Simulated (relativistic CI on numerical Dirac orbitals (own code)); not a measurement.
La²⁹⁺: sensitivity of the levels to the model

Base calculation: Dirac-Coulomb-Breit CI, separate exchange-only KLI orbitals for each configuration, model QED, unscaled Slater integrals.

Configuration list (outside the closed core [Ne]): 3s2.3p6.3d10, 3s2.3p6.3d9.4s, 3s2.3p6.3d9.4p, 3s2.3p6.3d9.4d, 3s2.3p6.3d9.4f, 3s2.3p5.3d10.4s, 3s2.3p6.3d8.4s2, 3s2.3p5.3d10.4p, 3s2.3p6.3d8.4s.4p, 3s2.3p6.3d9.5s, 3s2.3p6.3d8.4p2, 3s2.3p5.3d10.4d, 3s2.3p6.3d9.5p, 3s.3p6.3d10.4s, 3s2.3p6.3d8.4s.4d, 3s2.3p6.3d9.5d. Levels of other configurations are missing.

The lowest level and the first level of each name with at least 55 % of one term (blank where a level has no safe partner in the second run):

```
               Level  Base (eV)  Shift (eV)
   3s2.3p6.3d10 1S_0      0.000       0.000
 3s2.3p6.3d9.4s 3D_3    710.572      -0.347
 3s2.3p6.3d9.4s 3D_1    728.481      -0.316
3s2.3p6.3d9.4p 3P°_2    769.417      -0.294
3s2.3p6.3d9.4p 3F°_2    787.520      -0.246
3s2.3p6.3d9.4p 3F°_4    794.735      -0.271
3s2.3p6.3d9.4p 1D°_2    796.370      -0.262
3s2.3p6.3d9.4p 1P°_1    797.022      -0.243
3s2.3p6.3d9.4p 3D°_3    798.207      -0.254
3s2.3p6.3d9.4p 3P°_0    810.268      -0.237
3s2.3p6.3d9.4p 3D°_2    815.567      -0.211
 3s2.3p6.3d9.4d 3S_1    886.047      -0.346
 3s2.3p6.3d9.4d 1P_1    893.624      -0.319
 3s2.3p6.3d9.4d 3G_5    894.419      -0.317
```

At this charge energies of transitions that change n are usually good to better than 1 %, and those within a shell (Δn = 0) to a few per cent.

Problem. One thing was changed in a second run, which moved the levels as shown. Which?
A. configuration mixing switched off
B. Breit term removed
C. one mean potential for all configurations
D. QED terms removed

Solution. C. One mean potential for all configurations. One potential for all configurations removes the relaxation of the orbitals, which moves whole configurations and changes the integrals a little.

LS names give the leading component of a level, which can be under half, so a name can repeat, a term be missing and a line seem to break the LS rules.
